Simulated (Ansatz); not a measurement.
A made-up structure of AlH2OF2 (charge +1), singlet:

O1  (-0.163, 0.873, 0.033)
Al2  (0.171, -0.915, -0.035)
F3  (1.751, -1.124, 0.143)
F4  (-1.230, -1.665, -0.249)
H5  (-1.957, -2.163, -0.021)
H6  (-1.043, 1.274, -0.049)
(Å)

It is relaxed with PBE-D4/def2-SVP and then PBE0-D4/def2-TZVP (Ansatz 0.2.0). Atoms count as bonded within 1.22 times the sum of their covalent radii (H–H: 0.88 Å). The end point is not checked to be a true minimum.

(1) Does its bonding change? (A judgement: the text doesn't fix the answer.)

## Answers

(1) The calculation gives: No: no bond forms or breaks.

Where it ends: The first stage lowers the energy by 1.87 eV in 19 steps. It ends as AlH₂OF₂ ([OH][Al]([F])[FH]), total charge +1:
```
atom    x (Å)    y (Å)    z (Å)
  O1  -0.6822   0.9189  -0.0503
 Al2   0.0304  -0.5333   0.0071
  F3   1.2953  -1.5195   0.1106
  F4  -1.3637  -1.7468  -0.1093
  H5  -1.2914  -2.6884  -0.1043
  H6  -0.4611   1.8495  -0.0309
```

Labels in which every atom is bracketed show which atoms are joined, not bond orders.

For scale, one of the runs: PBE0-D4/def2-TZVP relaxation, 142 basis functions, launched by `ansatz run in.yaml --threads 2 --pin off --events-out ev --progress --plain --max-ram 4352MiB`. The run took about 19 s on 2 CPU threads of an Arm Neoverse V1 (shared host).
